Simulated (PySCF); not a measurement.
C₂H₅BF₂O, SMILES C[C@H](O)B(F)F.

Coordinates come from a PBE-D3(BJ)/def2-SVP optimisation. The structure was generated by enumeration; whether it is a known compound was not checked. One conformer was computed; it need not be the lowest.

Calculation: PySCF 2.14.0 with PBE-D3(BJ)/def2-SVP.

No scaling factor is applied to the harmonic values.

```
mode  ν (cm⁻¹)  IR (km/mol)  moving atoms (share of kinetic energy)
----  --------  -----------  --------------------------------------
1           37          1.0          F 55 %, C 18 %, O 17 %, H 10 %
2          177          0.4          F 38 %, C 27 %, O 19 %, H 14 %
3          210          0.2                  H 47 %, F 23 %, C 18 %
4          270          0.4                  H 68 %, F 13 %, O 10 %
5          318         75.4                           H 81 %, C 8 %
6          374         46.0          O 29 %, F 25 %, H 25 %, C 14 %
7          445         15.7          O 29 %, F 27 %, C 20 %, H 19 %
8          487         19.6          F 43 %, C 26 %, B 14 %, H 10 %
9          641         17.3            B 51 %, F 28 %, H 9 %, C 9 %
10         731          7.9          F 32 %, C 26 %, H 20 %, B 19 %
11         889          8.0                  H 47 %, C 35 %, O 15 %
12         973          6.8                          H 73 %, C 19 %
13        1050          4.6                          C 60 %, H 35 %
14        1103        137.0                  C 48 %, O 26 %, H 19 %
15        1163         34.3                           H 84 %, C 9 %
16        1243        103.8                  H 50 %, B 28 %, F 11 %
17        1284         63.5                  H 68 %, C 14 %, B 13 %
18        1329         12.5                          H 77 %, C 21 %
19        1381         84.7           H 49 %, B 31 %, C 11 %, F 9 %
20        1404        169.2                  B 50 %, H 31 %, F 15 %
21        1419         15.2                                  H 92 %
22        1455         90.1                  H 54 %, C 24 %, B 17 %
23        2841         54.4                                  H 93 %
24        2960         19.3                                  H 97 %
25        3046         18.1                           H 91 %, C 9 %
26        3071         11.6                           H 91 %, C 9 %
27        3691         13.0                                  H 94 %
```
